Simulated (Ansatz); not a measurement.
`CN[SiH2][AsH2]` + H₂O → `O[AsH2]` + `CN[SiH3]` at 298.15 K and 1 bar (formal hydrolysis of the As–Si bond).

Program: Ansatz. Geometries: PBE0-D4/def2-TZVP. ΔE: electronic, gas phase. CCSD(T)/CBS adds triple-zeta CCSD(T) − MP2 to the extrapolated MP2 energy (def2 sets, frozen cores). This one scheme is used for every species. For As outer-core shells are correlated without core-valence functions, which leaves a few kJ/mol of doubt a bond. Scalar relativity is left out up to krypton. Each species was taken in one conformer, which may not be the lowest.

```tsv
species	CCSD(T)/CBS energy (Eh)	H − E (kJ/mol)	S (J/(mol·K))
`CN[SiH2][AsH2]`	-2621.67009	252.4	367.4
H₂O	-76.37941	66.4	188.7
`O[AsH2]`	-2311.97217	89.1	265.7
`CN[SiH3]`	-386.04948	224.3	300.3
```

H − E and S are ideal-gas, rigid-rotor, harmonic terms from PBE0-D4/def2-TZVP, for one conformer and one mirror image of each species. 1 Eh = 2625.50 kJ/mol, R = 8.31446 J/(mol·K).

By hand: ΔE, ΔH, ΔS and ΔG.

ΔE = (-2311.97217) + (-386.04948) − (-2621.67009) − (-76.37941) = 0.02785 Eh = 73.1 kJ/mol. Δ(H − E) = 89.1 + 224.3 − 252.4 − 66.4 = -5.4, so ΔH = 67.7 kJ/mol. ΔS = 265.7 + 300.3 − 367.4 − 188.7 = 9.9 J/(mol·K). ΔG = 67.7 − 298.15 × (9.9)/1000 = 64.7 kJ/mol.

By hand: the equilibrium constant, and the temperature at which ΔG would vanish if ΔH and ΔS stayed fixed.

log₁₀ K = −ΔG/(RT ln 10) = -11.3. ΔG = 0 at ΔH/ΔS = 6838 K, far beyond where these terms or the molecules hold.

The number of gas molecules stays the same, so ΔS is small and ΔH decides. A doubt of 5 kJ/mol in ΔE shifts log₁₀ K by 0.9 here. Other conformers and mirror images would add mixing entropy, several J/(mol·K) or more a flexible species. These are equilibria of isolated gas molecules and say nothing of rates. Largest T1 diagnostic: 0.012 (customary marks: 0.02 for closed shells, 0.045 for open ones).
